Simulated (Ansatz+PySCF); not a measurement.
A calculation with PySCF 2.14.0.

```python
from pyscf import gto, dft

mol = gto.M(atom="""
Mo 0.000000 0.000000 0.000000
N 0.000000 0.000000 1.636000
""", basis='def2-svp', ecp={'Mo': 'def2-svp'}, charge=0, spin=3)
mf = dft.UKS(mol, xc='pbe0')
mf.init_guess = 'atom'
mf.kernel()
while True:  # follow internal instabilities
    mo, _, stable, _ = mf.stability(return_status=True)
    if stable: break
    mf.kernel(mf.make_rdm1(mo, mf.mo_occ))
print(mf.converged, mf.e_tot, mf.spin_square()[0])
```

The script is written out from the run's settings. The basis set brings a core potential for Mo, so the total leaves out those core electrons.

Output:

| Quantity | Value |
| --- | --- |
| Converged | yes |
| Total energy | -122.74568 hartree |
| Spin squared of the determinant | 3.848 |

Caution: another spin multiplicity may lie lower.
